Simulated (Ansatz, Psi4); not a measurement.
How basis sets differ on LiI (Lithium Iodide)

LiI: 2 atoms, total charge 0, spin state singlet. SMILES: `[Li][I]`. The bond length is the measured one.

```xyz
2

Li    0.0000    0.0000    0.0000
I     0.0000    0.0000    2.3919
```

Each level gives the vertical energy of the triplet above the singlet (eV). The values are calculated.

```csv
level,kind,program,value (eV),CPU time (all runs)
MP2/ANO-RCC-MB (sfX2C),perturbation theory,Ansatz,3.41,3.6 s
MP2/STO-3G,perturbation theory,Ansatz,3.14,1.1 s
MP2/ANO-RCC-VDZ (sfX2C),perturbation theory,Ansatz,3.59,5.7 s
MP2/ANO-RCC-VDZP (sfX2C),perturbation theory,Ansatz,4.05,8.9 s
MP2/def2-TZVPPD (core potential),perturbation theory,Psi4,4.22,19 s
MP2/ANO-RCC-VTZP (sfX2C),perturbation theory,Ansatz,4.27,15 s
MP2/ANO-RCC-VQZP (sfX2C),perturbation theory,Ansatz,4.34,37 s
```

All-electron rows without a relativistic Hamiltonian named are non-relativistic, while core potentials hold scalar relativity, so basis and relativity change together. Spin-orbit coupling, which can split open shells on such heavy atoms by tenths of an eV, is left out. The values span 3.14 to 4.34 eV. In the correlated wave-function rows the outer d shell of I is correlated, in sets not made for it. Without the sets that lack polarisation functions the rows with a basis span only 4.05 to 4.34 eV. CPU times are rough (shared hosts, several kinds of processor): they show what a rung costs within a factor of a few.
